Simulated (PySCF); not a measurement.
Structure with atom numbers: `[CH2:1]=[N:2][Si@H:3]([C:4]#[N:5])[N:6]([CH3:7])[SiH3:8]`. Hydrogens are named by the atom that carries them. Ha(C1) is cis to Si3; Hb(C1) is trans to Si3.

PySCF 2.14 calculation with NMR shieldings at PBE0/pcSseg-1/GIAO and GFN2-xTB geometry; a single conformation, gas phase, non-relativistic Hamiltonian, one averaged value for each set of equivalent atoms.

Referencing at the same level of theory: ¹³C and ¹H and ²⁹Si against TMS; ¹⁵N against NH3.

| atoms | nucleus | count | Hirshfeld charge | δ (ppm) |
| --- | --- | --- | --- | --- |
| Si3 | ²⁹Si | 1 | 0.45 | ? |
| N6 | ¹⁵N | 1 | -0.26 | 2.5 |
| C1 | ¹³C | 1 | 0.05 | ? |
| Si8 | ²⁹Si | 1 | 0.35 | -48.0 |
| H(C7) | ¹H | 3 | 0.04 | 2.92 |
| N2 | ¹⁵N | 1 | -0.22 | 412.5 |
| N5 | ¹⁵N | 1 | -0.20 | 354.1 |
| H(Si3) | ¹H | 1 | -0.07 | ? |
| C7 | ¹³C | 1 | -0.07 | 33.2 |
| Hb(C1) | ¹H | 1 | 0.06 | 8.87 |
| C4 | ¹³C | 1 | -0.04 | ? |
| H(Si8) | ¹H | 3 | -0.08 | 4.57 |
| Ha(C1) | ¹H | 1 | 0.05 | 8.91 |

Estimate the values marked ?.

Results:


- C1: 179.3 ppm, C=N carbon
- C4: 125.1 ppm, nitrile carbon; C≡N carbons fall here, among the sp2 signals but without a proton
- H(Si3): 5.19 ppm, hydrogen on a silicon bonded to C, 2 N
- Si3: -53.2 ppm, silicon bonded to C, 2 N, H

Shifts are as computed. Against solution values, carbons near 30 ppm lie about +3 ppm off and those near 130 ppm about +5 ppm. Of 1211 compounds with measured shifts, 218 miss one by over three times the rms of a fit or turn the order of signals round; such compounds aren't used in these exercises. Experimental scales use liquid or dissolved standards, which lie at an offset from isolated NH3 (liquid NH3: subtract about 20 ppm). Unscaled 15N shifts of sp2 nitrogen come out 20 to 40 ppm too high even then.
